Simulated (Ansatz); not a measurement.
Species: sum formula BHF (charge 0, doublet). It need not be the lowest isomer of its formula. 
Coordinates optimised at B3LYP-D3(BJ)/def2-TZVP (Ansatz, a quantum-chemistry and plane-wave program):
```xyz
3

B     -0.6180     0.4147     0.0242
F      0.5272    -0.2094    -0.0070
H     -1.6550    -0.1892    -0.0583
```
Charge 0, spin multiplicity 2.

Basis-set convergence of Hartree-Fock and MP2 correlation energies (hartree) with Ansatz. Cores are frozen in the correlated levels unless marked. Open shells are spin-unrestricted. Spin-orbit coupling is left out. Non-relativistic.

```json
[
 {"basis": "aug-cc-pVDZ", "functions": "55", "E(HF)": "-124.69289", "E(corr, MP2)": "-0.26740"},
 {"basis": "aug-cc-pVTZ", "functions": "115", "E(HF)": "-124.73437", "E(corr, MP2)": "-0.33459"},
 {"basis": "aug-cc-pVQZ", "functions": "206", "E(HF)": "-124.74338", "E(corr, MP2)": "-0.35981"}
]
```

Extrapolating the two largest sets (X = 3 and 4) as X^-3: E(corr) = (64·(-0.35981) - 27·(-0.33459))/37 = -0.3782 Eh, an estimate of the basis-set limit. The largest set recovers 95.1 % of it, the smallest 70.7 %.
